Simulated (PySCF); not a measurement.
## Charge on either side of a bond

Species: C3H8B (charge -1).
SMILES with atom numbers: `[BH3-:1]/[CH:2]=[CH:3]/[CH3:4]` (hydrogens: H5, H6, H7 on B1; H8 on C2; H9 on C3; H10, H11, H12 on C4)

Cartesian coordinates in Å at the PBE0-D3(BJ)/def2-SVP level; atoms count from 1:
```
atom  x, y, z in Å
B1     2.155   -0.080    0.016
C2     0.580   -0.401    0.054
C3    -0.456    0.434    0.256
C4    -1.910    0.061    0.278
H5     2.743   -0.757    0.893
H6     2.629   -0.434   -1.090
H7     2.381    1.134    0.201
H8     0.274   -1.457   -0.106
H9    -0.235    1.501    0.423
H10   -2.500    0.592   -0.496
H11   -2.041   -1.021    0.104
H12   -2.400    0.300    1.243
```

Atomic charges (e) from the PBE0/pcSseg-1 density (PySCF):

```
atom  Mulliken      IAO  Hirshfeld  ESP-fitted
  B1   -0.0133  -0.4992    -0.2016     -0.1932
  C2   -0.2181  -0.1883    -0.1241     -0.2197
  C3   -0.3089  -0.2159    -0.1096     -0.1051
  C4   -0.2360  -0.4029    -0.1381     -0.3076
  H5   -0.1786  -0.0684    -0.1576     -0.1771
  H6   -0.1788  -0.0685    -0.1577     -0.1785
  H7   -0.1757  -0.0743    -0.1551     -0.1794
  H8   +0.0241  +0.0813    -0.0035     +0.1096
  H9   +0.0479  +0.1023    +0.0041     +0.0763
 H10   +0.0789  +0.1080    +0.0117     +0.0575
 H11   +0.0797  +0.1179    +0.0200     +0.0616
 H12   +0.0789  +0.1080    +0.0116     +0.0557
```

Cut each of the bonds B1–C2, C2–C3 and C4–C3 in turn and sum the charges on the side of the atom named first.

In e; the other side holds the total charge, -1, less this:

```json
{"bond cut": "B1–C2", "piece": "BH3", "atoms": "4", "Mulliken": "-0.546", "IAO": "-0.710", "Hirshfeld": "-0.672", "ESP-fitted": "-0.728"}
{"bond cut": "C2–C3", "piece": "CH4B", "atoms": "6", "Mulliken": "-0.740", "IAO": "-0.817", "Hirshfeld": "-0.800", "ESP-fitted": "-0.838"}
{"bond cut": "C4–C3", "piece": "CH3", "atoms": "4", "Mulliken": "+0.002", "IAO": "-0.069", "Hirshfeld": "-0.095", "ESP-fitted": "-0.133"}
```

Extremes among these pieces. Mulliken: lowest CH4B at C2, highest CH3 at C4; IAO: lowest CH4B at C2, highest CH3 at C4; Hirshfeld: lowest CH4B at C2, highest CH3 at C4; ESP-fitted: lowest CH4B at C2, highest CH3 at C4.

Do the schemes agree better on the pieces than on the single atoms at the cuts?

The spread between schemes averages 0.138 e for the pieces and 0.282 e for the atoms named first; it is smaller for the piece at 2 of the 3 cuts. On average they agree better on the pieces.

Geometry: PBE0-D3(BJ)/def2-SVP; no solvent, vibrations or thermal averaging. The pcSseg-1 basis has no diffuse functions, a weakness for an anion.
